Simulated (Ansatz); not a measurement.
Born–Oppenheimer molecular dynamics of FGaH6Si (9 atoms, charge 0, multiplicity 1). It starts at the highest image of a converged band. Of that band: Neighbouring images differ by up to 1.4 eV, so the band resolves the path poorly. A vibrational analysis at the climbing image gives one clearly imaginary mode, 823i cm⁻¹: a first-order saddle point.

Computed with Ansatz 0.2.0, RHF/def2-SVP.

```
ensemble                      : NVE (velocity Verlet)
time step                     : 0.5 fs
steps asked                   : 200
starting velocities drawn for : 300 K
seed                          : 12040
```

First frame:

```xyz
9
Properties=species:S:1:pos:R:3
Ga -1.184 -0.165 -0.964
F 0.495 0.503 -1.579
H -1.395 -1.607 -1.546
H -2.229 1.006 -0.981
H 1.200 0.459 -0.404
Si 0.219 -0.181 1.177
H 1.613 0.411 0.365
H 0.983 -1.323 1.737
H 0.299 0.897 2.193
```

**Question.** How far do the bonds stretch over the last three quarters of this one trajectory? (Pairs bonded in most of those frames.)

**Answer.** 
```tsv
bond	mean (Å)	spread (Å)	shortest	longest
Ga1–H3	1.581	0.056	1.50	1.67
Ga1–H4	1.582	0.051	1.51	1.67
Ga1–Si6	2.452	0.097	2.34	2.60
F2–H5	0.925	0.073	0.81	1.04
Si6–H7	1.504	0.056	1.42	1.61
Si6–H8	1.487	0.025	1.45	1.53
Si6–H9	1.490	0.019	1.46	1.52
```

Mean temperature of the second half: 1111 K. The conserved energy stayed within 1.2 meV per atom of its start (net change 1 meV per atom), so the integration is sound. The kinetic energy rose, since the run started high on the potential surface and went downhill. It ends in pieces (FH + GaH5Si), so much of that is their flight and rotation, not heat. A run of 0.1 ps of so small a system gives no equilibrium averages. The orbitals stay closed-shell, which can raise the energy where a bond breaks towards radicals; this wasn't checked here.

The run took 3 min on 2 threads of AMD EPYC 7B13 (Zen 3), with other jobs on the host, peak memory 0.21 GiB.
